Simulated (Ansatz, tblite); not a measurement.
Forces on SiMe(OiPr)3 (C10H24O3Si) at its PBE-D4/def2-SVP geometry. The state is a singlet with charge 0.

The xTB rows come from tblite. Single mean-field runs in def2-TZVP are fitted with def2-universal-jkfit.

GFN2-xTB (tblite), largest force 1.97 eV/Å:

```xyz
38
positions Å, forces eV/Å
Si    0.397    0.305   -0.021   -1.589   -1.161    0.142
C     1.904    1.415   -0.137    0.874    0.655   -0.077
H     2.723    1.048    0.516   -0.466    0.330   -0.456
H     1.660    2.451    0.175    0.275   -0.639   -0.225
H     2.290    1.456   -1.176   -0.158    0.047    0.712
O    -0.797    0.795   -1.084    1.018   -0.441    0.104
C    -0.700    0.733   -2.515    0.431   -0.027    0.269
C    -1.438    1.939   -3.085   -0.461    0.429   -0.215
C    -1.259   -0.601   -3.005   -0.327   -0.428   -0.187
H     0.374    0.799   -2.820   -0.521   -0.050    0.236
H    -2.506    1.907   -2.786    0.650    0.010   -0.165
H    -1.384    1.953   -4.192    0.008   -0.062    0.676
H    -1.002    2.882   -2.699   -0.232   -0.590   -0.200
H    -0.698   -1.439   -2.548   -0.307    0.576   -0.215
H    -2.325   -0.696   -2.713    0.659    0.073   -0.156
H    -1.189   -0.682   -4.109   -0.009    0.108    0.671
O    -0.250    0.324    1.518    0.205    0.565   -0.893
C    -0.838    1.461    2.167    0.308    0.093   -0.397
C    -0.576    1.328    3.664   -0.023   -0.179    0.630
C    -2.326    1.538    1.823   -0.547   -0.064   -0.008
H    -0.342    2.395    1.804   -0.219   -0.524    0.114
H    -1.047    0.400    4.050    0.294    0.563   -0.249
H    -0.993    2.191    4.220    0.240   -0.501   -0.397
H     0.513    1.271    3.866   -0.653    0.033   -0.173
H    -2.462    1.612    0.727    0.187   -0.073    0.666
H    -2.843    0.621    2.176    0.345    0.557   -0.222
H    -2.801    2.417    2.304    0.352   -0.520   -0.273
O     0.779   -1.277   -0.397    0.150    0.820    0.671
C     1.687   -2.119    0.326    0.039    0.505    0.081
C     2.325   -3.078   -0.675    0.115   -0.499   -0.417
C     0.942   -2.836    1.452   -0.294   -0.357    0.293
H     2.497   -1.493    0.778   -0.464   -0.247   -0.244
H     1.543   -3.707   -1.149    0.476    0.401    0.295
H     3.057   -3.745   -0.177   -0.460    0.442   -0.252
H     2.847   -2.517   -1.476   -0.340   -0.300    0.512
H     0.479   -2.098    2.136    0.307   -0.379   -0.499
H     0.134   -3.468    1.029    0.507    0.410    0.243
H     1.628   -3.485    2.034   -0.372    0.423   -0.395
```

PBE-D4/def2-TZVP (Ansatz), largest force 0.67 eV/Å:

```
Si -0.420 -0.302 0.026
C 0.133 0.098 -0.013
H -0.220 0.096 -0.177
H 0.064 -0.282 -0.081
H -0.107 -0.010 0.281
O 0.412 -0.156 0.501
C 0.252 -0.016 -0.268
C -0.132 0.172 -0.047
C -0.096 -0.177 -0.038
H -0.259 -0.016 0.092
H 0.271 0.000 -0.081
H -0.005 -0.019 0.285
H -0.106 -0.244 -0.108
H -0.152 0.214 -0.138
H 0.269 0.031 -0.081
H -0.009 0.037 0.281
O 0.276 -0.109 -0.587
C 0.005 0.393 -0.008
C 0.034 -0.073 0.197
C -0.183 -0.040 -0.037
H -0.118 -0.251 0.081
H 0.118 0.251 -0.100
H 0.102 -0.219 -0.159
H -0.293 0.027 -0.057
H 0.027 -0.008 0.301
H 0.135 0.246 -0.084
H 0.141 -0.224 -0.117
O -0.211 0.614 0.059
C 0.305 0.024 0.249
C 0.043 -0.133 -0.167
C -0.124 -0.097 0.100
H -0.221 -0.148 -0.124
H 0.212 0.163 0.135
H -0.198 0.181 -0.118
H -0.136 -0.151 0.230
H 0.135 -0.207 -0.176
H 0.224 0.160 0.112
H -0.167 0.175 -0.165
```

r2SCAN-D4/def2-TZVP (Ansatz), largest force 0.99 eV/Å:

```
Si -0.657 -0.475 0.039
C 0.119 0.088 -0.011
H -0.384 0.179 -0.309
H 0.120 -0.489 -0.149
H -0.178 -0.017 0.493
O 0.733 -0.296 0.600
C 0.357 -0.018 -0.267
C -0.193 0.236 -0.065
C -0.144 -0.249 -0.038
H -0.455 -0.030 0.168
H 0.494 -0.007 -0.133
H -0.009 -0.036 0.516
H -0.190 -0.446 -0.179
H -0.266 0.396 -0.227
H 0.487 0.064 -0.133
H -0.018 0.069 0.509
O 0.366 0.026 -0.911
C 0.059 0.465 -0.060
C 0.042 -0.104 0.281
C -0.262 -0.069 -0.061
H -0.202 -0.438 0.136
H 0.210 0.437 -0.195
H 0.183 -0.394 -0.288
H -0.516 0.036 -0.112
H 0.066 -0.025 0.530
H 0.253 0.427 -0.151
H 0.253 -0.403 -0.208
O -0.202 0.921 0.249
C 0.365 0.101 0.286
C 0.058 -0.193 -0.233
C -0.192 -0.132 0.142
H -0.384 -0.251 -0.215
H 0.362 0.301 0.241
H -0.355 0.326 -0.208
H -0.250 -0.256 0.400
H 0.234 -0.354 -0.326
H 0.392 0.294 0.184
H -0.297 0.313 -0.296
```
